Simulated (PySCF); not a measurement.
# Working out the ionisation energy of Zn

Zn [Ar] 3d10 4s2 (1S) → Zn⁺ [Ar] 3d10 4s1 (2S). All numbers are calculated (PySCF 2.14, the non-relativistic Hamiltonian (point nucleus), in 6-31G*). Frozen: [Ar]. Energies in hartree (1 hartree = 27.21139 eV):

| part | Zn (lower) | Zn⁺ (upper) |
| --- | --- | --- |
| UHF | -1777.481098 | -1777.209131 |
| CCSD correlation | -0.233468 | -0.195072 |
| (T) | -0.006892 | -0.005489 |

Question: What does Hartree-Fock give?

Answer: (-1777.209131) − (-1777.481098) = 0.271967 hartree = 7.401 eV.

Question: What do CCSD and CCSD(T) give?

Answer: The CCSD correlation energies differ by 0.038396 hartree = 1.045 eV and the triples by 0.001403 hartree = 0.038 eV, so CCSD gives 8.446 eV and CCSD(T) 8.484 eV.

Measured between the centres of the two terms (NIST): 9.394 eV, so CCSD(T) (valence) is off by -0.910 eV.

The calculation is non-relativistic.

What remains against the reference includes basis incompleteness, the frozen core and higher excitations.
